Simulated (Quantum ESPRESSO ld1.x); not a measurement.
Results of a calculation; reference values are marked as such.
Sn20+, 30 electrons, occupied as [Ar] 3d10 4s2. Code: ld1.x of Quantum ESPRESSO 7.5. Model: Dirac Kohn-Sham, RPBE, spin-unpolarised, spherical densities, point nucleus.

Normalised radial functions P(r) = r R(r) (large component), r in bohr:

r	2p1/2	3s1/2	3d5/2
0.001286	0.0172	0.1548	0.0000
0.00145	0.0201	0.1716	0.0000
0.001635	0.0235	0.1900	0.0000
0.001858	0.0280	0.2114	0.0000
0.002095	0.0330	0.2334	0.0000
0.002363	0.0390	0.2573	0.0001
0.002664	0.0462	0.2830	0.0001
0.003027	0.0556	0.3125	0.0001
0.003413	0.0663	0.3421	0.0002
0.003849	0.0791	0.3734	0.0002
0.004374	0.0958	0.4085	0.0003
0.004932	0.1149	0.4426	0.0004
0.005561	0.1379	0.4775	0.0006
0.00632	0.1676	0.5148	0.0009
0.007126	0.2014	0.5491	0.0013
0.008034	0.2419	0.5817	0.0018
0.009059	0.2905	0.6111	0.0025
0.0103	0.3527	0.6374	0.0036
0.01161	0.4224	0.6552	0.0051
0.01309	0.5046	0.6640	0.0070
0.01488	0.6080	0.6607	0.0100
0.01677	0.7215	0.6428	0.0139
0.01891	0.8523	0.6076	0.0192
0.02149	1.0120	0.5476	0.0270
0.02423	1.1813	0.4677	0.0370
0.02732	1.3688	0.3628	0.0504
0.03081	1.5729	0.2320	0.0682
0.03501	1.8049	0.0648	0.0936
0.03948	2.0303	-0.1150	0.1249
0.04451	2.2555	-0.3110	0.1654
0.05059	2.4843	-0.5279	0.2211
0.05704	2.6752	-0.7252	0.2871
0.06431	2.8293	-0.9000	0.3688
0.07309	2.9367	-1.0402	0.4752
0.08241	2.9700	-1.1068	0.5943
0.09292	2.9274	-1.0908	0.7321
0.1048	2.8034	-0.9771	0.8871
0.1191	2.5835	-0.7396	1.0671
0.1343	2.3054	-0.4120	1.2429
0.1514	1.9760	-0.0008	1.4163
0.172	1.5952	0.4941	1.5858
0.194	1.2393	0.9644	1.7162
0.2187	0.9103	1.3892	1.8049
0.2486	0.6114	1.7370	1.8400
0.2803	0.3916	1.9245	1.8082
0.316	0.2320	1.9591	1.7114
0.3563	0.1259	1.8466	1.5547
0.4049	0.0590	1.5967	1.3350
0.4566	0.0258	1.2883	1.0987
0.5148	0.0100	0.9602	0.8551
0.5851	0.0031	0.6392	0.6109
0.6597	0.0009	0.3969	0.4145
0.7438	0.0002	0.2227	0.2597
0.8453	0.0000	0.1061	0.1427
0.9531	0.0000	0.0464	0.0731
1.075	0.0000	0.0177	0.0334
1.212	0.0000	0.0057	0.0134
1.377	0.0000	0.0014	0.0043
1.553	0.0000	0.0003	0.0012
1.751	0.0000	0.0001	0.0003
1.99	0.0000	0.0000	0.0000
2.243	0.0000	0.0000	0.0000

2p1/2: eigenvalue -4656.9 eV, 0 radial nodes, <r> = 0.106 bohr, 90 % of the charge inside 0.173 bohr. 3s1/2: eigenvalue -1382.9 eV, 2 radial nodes at r = 0.0366, 0.151 bohr, <r> = 0.335 bohr, 90 % of the charge inside 0.492 bohr. 3d5/2: eigenvalue -1010.8 eV, 0 radial nodes, <r> = 0.308 bohr, 90 % of the charge inside 0.482 bohr.
